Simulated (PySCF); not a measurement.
Predicted microwave data (PBE0/pcSseg-1 in PySCF (dipole) on a GFN2-xTB geometry, gas phase) for one isomer of C5H10N2O2Si:

| Property | Result |
| --- | --- |
| Rotational constants | A = 2011, B = 720.9, C = 623.4 MHz |
| Dipole components | \|μa\| = 0.56 D, \|μb\| = 1.24 D, \|μc\| = 0.63 D |
| Inertial defect | -141.58 u·Å² |
| κ | -0.86 |

Task: Which structure is it? (One computed conformer of each.)
A. `[CH3:1][O:2][Si@@:3]([NH2:4])([OH:5])[n:6]1[cH:7][cH:8][cH:9][cH:10]1` with C1–O2–Si3–N4 -176°, O2–Si3–N4–H -76° and 57°, O2–Si3–O5–H -173°, O2–Si3–N6–C7 -127°
B. `[CH3:1][O:2][Si@@H:3]([OH:4])[n:5]1[cH:6][cH:7][c:8]([NH2:9])[cH:10]1` with C1–O2–Si3–O4 -174°, O2–Si3–O4–H -8°, O2–Si3–N5–C6 145°
C. `[CH3:1]/[N:2]=[CH:3]/[C@@H:4]1[CH2:5][Si@H:6]([C:7]([NH2:8])=[O:9])[O:10]1` with N2–C3–C4–C5 78°, C5–Si6–C7–N8 -55°, Si6–C7–N8–H -177° and -1°

Result: B. It is CO[Si@@H](O)n1ccc(N)c1, an asymmetric top, point group C1. The candidates at the same level (rigid rotor, commonest isotopes):

```json
{"SMILES": "C/N=C/[C@@H]1C[Si@H](C(N)=O)O1", "A (MHz)": "1647", "B (MHz)": "925.8", "C (MHz)": "661.0", "μa (D)": "5.50", "μb (D)": "0.57", "μc (D)": "1.53", "Δ (u·Å²)": "-88.20", "point group": "C1", "rotor": "asymmetric top"}
{"SMILES": "CO[Si@@](N)(O)n1cccc1", "A (MHz)": "1826", "B (MHz)": "846.0", "C (MHz)": "781.9", "μa (D)": "1.36", "μb (D)": "0.42", "μc (D)": "0.21", "Δ (u·Å²)": "-227.78", "point group": "C1", "rotor": "asymmetric top"}
{"SMILES": "CO[Si@@H](O)n1ccc(N)c1", "A (MHz)": "2011", "B (MHz)": "720.9", "C (MHz)": "623.4", "μa (D)": "0.56", "μb (D)": "1.24", "μc (D)": "0.63", "Δ (u·Å²)": "-141.58", "point group": "C1", "rotor": "asymmetric top"}
```

`C/N=C/[C@@H]1C[Si@H](C(N)=O)O1` has B 28 % too high; `CO[Si@@](N)(O)n1cccc1` has C 25 % too high. No structure here is proved a minimum.
